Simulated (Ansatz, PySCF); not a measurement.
ClF3H2OSi2, SMILES F[Si](F)(F)O[SiH2]Cl. Atoms are numbered in the order given.

```xyz
9

Si     1.1345    -0.5882     0.5484
F      1.5917    -1.7545     1.5366
F      1.6682    -0.9339    -0.9163
F      1.8255     0.7722     1.0211
O     -0.4769    -0.4618     0.5704
Si    -1.8204     0.3937     0.0921
Cl    -1.2386     1.8133    -1.2942
H     -2.7664    -0.5478    -0.5433
H     -2.3909     1.0789     1.2721
```

The structure is a stationary point at B3LYP-D3(BJ)/def2-SVP. This is a generated structure with no PubChem entry under its InChIKey; it may be hypothetical. One conformer was computed; it need not be the lowest.

Two levels are set side by side: PBE-D3(BJ)/def2-SVP (Ansatz, a program for electronic structure) and B3LYP-D3(BJ)/def2-SVP (Ansatz). Each level has its own optimised geometry; the coordinates shown are those of the second. Frequencies come from the Hessian of PySCF at each geometry. Differences are taken from unrounded values.

| quantity | B3LYP-D3(BJ) | PBE-D3(BJ) | PBE-D3(BJ) minus B3LYP-D3(BJ) |
|---|---|---|---|
| mean bond length (Å) | 1.637 | 1.649 | 0.013 |
| bond Si1–F2 (Å) | 1.596 | 1.608 | 0.012 |
| bond Si1–F3 (Å) | 1.597 | 1.608 | 0.011 |
| bond Si1–F4 (Å) | 1.597 | 1.611 | 0.014 |
| bond Si1–O5 (Å) | 1.617 | 1.633 | 0.017 |
| bond O5–Si6 (Å) | 1.663 | 1.678 | 0.015 |
| bond Si6–Cl7 (Å) | 2.068 | 2.071 | 0.003 |
| bond Si6–H8 (Å) | 1.478 | 1.491 | 0.013 |
| bond Si6–H9 (Å) | 1.479 | 1.494 | 0.016 |
| highest harmonic wavenumber (cm⁻¹) | 2295 | 2234 | -61 |
| mean harmonic wavenumber (cm⁻¹) | 712 | 690 | -22 |
| zero-point energy (kcal/mol) | 21.39 | 20.73 | -0.66 |

GGA bonds tend to be longer and softer than those of functionals with exact exchange. Differences between two approximate levels are no errors against the true value.
